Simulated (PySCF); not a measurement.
Isomers of C7H10NP, mass 139.055 u with the commonest isotopes. Level of theory: PBE0/pcSseg-1 in PySCF (dipole) on a GFN2-xTB geometry, gas phase. One conformer each, none proved a minimum here; rigid rotors.

Task: Order these by radius of gyration √(Σ m r²/M), largest first.
A. `[CH3:1][CH2:2][c:3]1[cH:4][p:5][cH:6][n:7][c:8]1[CH3:9]` with C1–C2–C3–C4 -86°
B. `[CH3:1][CH2:2]/[CH:3]=[P:4]\[n:5]1[cH:6][cH:7][cH:8][cH:9]1` with C1–C2–C3–P4 -135°, C3–P4–N5–C6 133°
C. `[CH2:1]=[CH:2][P:3]1(=[NH:4])[CH:5]=[CH:6][CH2:7][CH:8]=[CH:9]1` with C1–C2–P3–N4 -179°

Result: B (2.264 Å), A (2.154 Å), C (2.012 Å).

Task: Order these by rotational constant B, smallest first.
A. `[CH3:1][CH2:2][c:3]1[cH:4][p:5][cH:6][n:7][c:8]1[CH3:9]` with C1–C2–C3–C4 -86°
B. `[CH3:1][CH2:2]/[CH:3]=[P:4]\[n:5]1[cH:6][cH:7][cH:8][cH:9]1` with C1–C2–C3–P4 -135°, C3–P4–N5–C6 133°
C. `[CH2:1]=[CH:2][P:3]1(=[NH:4])[CH:5]=[CH:6][CH2:7][CH:8]=[CH:9]1` with C1–C2–P3–N4 -179°

Result: B (907.6 MHz), A (1165 MHz), C (1197 MHz).

Task: Order these by out-of-plane moment Σ m c² = (Ia + Ib − Ic)/2, largest first.
A. `[CH3:1][CH2:2]/[CH:3]=[P:4]\[n:5]1[cH:6][cH:7][cH:8][cH:9]1` with C1–C2–C3–P4 -135°, C3–P4–N5–C6 133°
B. `[CH2:1]=[CH:2][P:3]1(=[NH:4])[CH:5]=[CH:6][CH2:7][CH:8]=[CH:9]1` with C1–C2–P3–N4 -179°
C. `[CH3:1][CH2:2][c:3]1[cH:4][p:5][cH:6][n:7][c:8]1[CH3:9]` with C1–C2–C3–C4 -86°

Result: B (106.15 u·Å²), A (48.68 u·Å²), C (22.38 u·Å²).

```tsv
SMILES	point group	Ia (u·Å²)	Ib (u·Å²)	Ic (u·Å²)	κ	μa (D)	μb (D)	μc (D)
C=CP1(=N)C=CCC=C1	near Cs	246.93	422.12	456.76	-0.81	3.70	2.51	0.06
CC/C=P\n1cccc1	C1	204.35	556.86	663.86	-0.83	1.75	0.79	0.07
CCc1cpcnc1C	C1	234.03	433.67	622.94	-0.47	2.42	0.81	0.33
```
